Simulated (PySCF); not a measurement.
C3H3 (SMILES [CH]=C=C), doublet (typed; the unrestricted solution is spin-contaminated), geometry from GFN2-xTB; MP2/pcseg-2 (PySCF).

PySCF was given this input:
```python
from pyscf import gto, scf, mp

mol = gto.Mole()
mol.atom = '''
    C     0.00140388   -0.01899720    0.10918779
    C     0.01684836   -0.22799011    1.31038999
    C    -0.01571971    0.21271738   -1.22260886
    H     0.03012627   -0.40766541    2.34308704
    H     0.89984787    0.24626573   -1.78481618
    H    -0.94516933    0.36701923   -1.74008438
'''
mol.basis = 'pcseg-2'
mol.spin = 1
mol.verbose = 4
mol.build()

mf = scf.UHF(mol)
mf.kernel()

pt = mp.MP2(mf, frozen=3)
pt.kernel()
print('E(MP2) = %.10f' % pt.e_tot)
mf.analyze()
```

What does PySCF print? Leave out banner, timings and long lists.


```
PySCF version 2.14.0

[INPUT] verbose = 4
[INPUT] num. atoms = 6
[INPUT] num. electrons = 21
[INPUT] charge = 0
[INPUT] spin (= nelec alpha-beta = 2S) = 1
[INPUT] symmetry False subgroup None
[INPUT] Mole.unit = angstrom
[INPUT] Symbol           X                Y                Z      unit          X                Y                Z       unit  Magmom
[...]
nuclear repulsion = 53.8286017981209
number of shells = 21
number of NR pGTOs = 189
number of NR cGTOs = 132
basis = pcseg-2
ecp = {}

******** <class 'pyscf.scf.uhf.UHF'> ********
method = UHF
initial guess = minao
damping factor = 0
level_shift factor = 0
DIIS = <class 'pyscf.scf.diis.CDIIS'>
diis_start_cycle = 1
diis_space = 8
diis_damp = 0
SCF conv_tol = 1e-09
SCF conv_tol_grad = None
SCF max_cycles = 50
direct_scf = True
direct_scf_tol = 1e-13
number electrons alpha = 11  beta = 10
Set gradient conv threshold to 3.16228e-05
init E= -115.750201351021

cycle= 1 E= -115.234676543681  delta_E= 0.516  |g|= 0.224  |ddm|= 1.51
cycle= 2 E= -115.276514502239  delta_E= -0.0418  |g|= 0.0814  |ddm|= 0.278
cycle= 3 E= -115.283690960063  delta_E= -0.00718  |g|= 0.0433  |ddm|= 0.121
cycle= 4 E= -115.286153900005  delta_E= -0.00246  |g|= 0.0244  |ddm|= 0.0571
cycle= 5 E= -115.287441971291  delta_E= -0.00129  |g|= 0.0163  |ddm|= 0.0399
cycle= 6 E= -115.288265027318  delta_E= -0.000823  |g|= 0.00968  |ddm|= 0.0394
cycle= 7 E= -115.288609959476  delta_E= -0.000345  |g|= 0.0077  |ddm|= 0.0229
cycle= 8 E= -115.288958287391  delta_E= -0.000348  |g|= 0.00589  |ddm|= 0.0265
cycle= 9 E= -115.289342995009  delta_E= -0.000385  |g|= 0.00246  |ddm|= 0.0505
cycle= 10 E= -115.289386543025  delta_E= -4.35e-05  |g|= 0.000965  |ddm|= 0.0167
cycle= 11 E= -115.28939087645  delta_E= -4.33e-06  |g|= 0.000433  |ddm|= 0.00465
cycle= 12 E= -115.289391688733  delta_E= -8.12e-07  |g|= 0.000171  |ddm|= 0.00184
cycle= 13 E= -115.289391805328  delta_E= -1.17e-07  |g|= 7.43e-05  |ddm|= 0.000525
cycle= 14 E= -115.289391826542  delta_E= -2.12e-08  |g|= 2.93e-05  |ddm|= 0.000247
cycle= 15 E= -115.289391828591  delta_E= -2.05e-09  |g|= 1.26e-05  |ddm|= 6.66e-05
cycle= 16 E= -115.289391828905  delta_E= -3.15e-10  |g|= 3.91e-06  |ddm|= 3.53e-05
Extra cycle  E= -115.289391828923  delta_E= -1.8e-11  |g|= 2.3e-06  |ddm|= 6.47e-06
converged SCF energy = -115.289391828923  <S^2> = 0.94972703  2S+1 = 2.190641

******** <class 'pyscf.mp.ump2.UMP2'> ********
nocc = (np.int64(8), np.int64(7)), nmo = (129, 129)
frozen orbitals 3
[...]
E(UMP2) = -115.709939827949  E_corr = -0.420547999025315
E(SCS-UMP2) = -115.706331565275  E_corr = -0.416939736351275
E(MP2) = -115.7099398279
Total Energy =                        -115.289391828923414
[...]
spin_pop of  2 C 4f+0      0.00008
spin_pop of  2 C 4f+1     -0.00002
spin_pop of  2 C 4f+2      0.00001
spin_pop of  2 C 4f+3     -0.00010
spin_pop of  3 H 1s       -0.04943
spin_pop of  3 H 2s       -0.00055
spin_pop of  3 H 3s        0.00017
spin_pop of  3 H 2px       0.00009
spin_pop of  3 H 2py       0.00031
spin_pop of  3 H 2pz      -0.00009
spin_pop of  3 H 3px      -0.00000
spin_pop of  3 H 3py      -0.00000
spin_pop of  3 H 3pz      -0.00008
spin_pop of  3 H 3dxy     -0.00000
spin_pop of  3 H 3dyz      0.00002
spin_pop of  3 H 3dz^2    -0.00002
spin_pop of  3 H 3dxz     -0.00000
spin_pop of  3 H 3dx2-y2    0.00000
spin_pop of  4 H 1s       -0.05386
spin_pop of  4 H 2s       -0.00050
spin_pop of  4 H 3s        0.00018
spin_pop of  4 H 2px      -0.00004
spin_pop of  4 H 2py       0.00048
spin_pop of  4 H 2pz       0.00006
spin_pop of  4 H 3px      -0.00005
spin_pop of  4 H 3py       0.00000
spin_pop of  4 H 3pz      -0.00002
spin_pop of  4 H 3dxy      0.00001
spin_pop of  4 H 3dyz      0.00000
spin_pop of  4 H 3dz^2    -0.00000
spin_pop of  4 H 3dxz     -0.00000
spin_pop of  4 H 3dx2-y2   -0.00003
spin_pop of  5 H 1s       -0.05386
spin_pop of  5 H 2s       -0.00050
spin_pop of  5 H 3s        0.00018
spin_pop of  5 H 2px      -0.00004
spin_pop of  5 H 2py       0.00048
spin_pop of  5 H 2pz       0.00006
spin_pop of  5 H 3px      -0.00006
spin_pop of  5 H 3py       0.00000
spin_pop of  5 H 3pz      -0.00002
spin_pop of  5 H 3dxy      0.00001
spin_pop of  5 H 3dyz      0.00000
spin_pop of  5 H 3dz^2    -0.00000
spin_pop of  5 H 3dxz     -0.00000
spin_pop of  5 H 3dx2-y2   -0.00003
 ** Mulliken Spin Density (per atom)  **
spin density of  0 C =     -0.67656
spin density of  1 C =      0.91887
spin density of  2 C =      0.91483
spin density of  3 H =     -0.04959
spin density of  4 H =     -0.05377
spin density of  5 H =     -0.05377
 ** Mulliken pop alpha/beta on meta-lowdin orthogonal AOs **
 ** Mulliken pop       alpha | beta **
In total            11.00000 | 10.00000
 ** Mulliken atomic charges   ( Nelec_alpha | Nelec_beta ) **
charge of  0C =     -0.01670  (     2.67007      3.34663 )
charge of  1C =     -0.19960  (     3.55924      2.64036 )
charge of  2C =     -0.22092  (     3.56788      2.65305 )
charge of  3H =      0.17337  (     0.38852      0.43811 )
charge of  4H =      0.13193  (     0.40715      0.46092 )
charge of  5H =      0.13193  (     0.40715      0.46092 )
Dipole moment(X, Y, Z, Debye): -0.00223,  0.03019, -0.17351
```
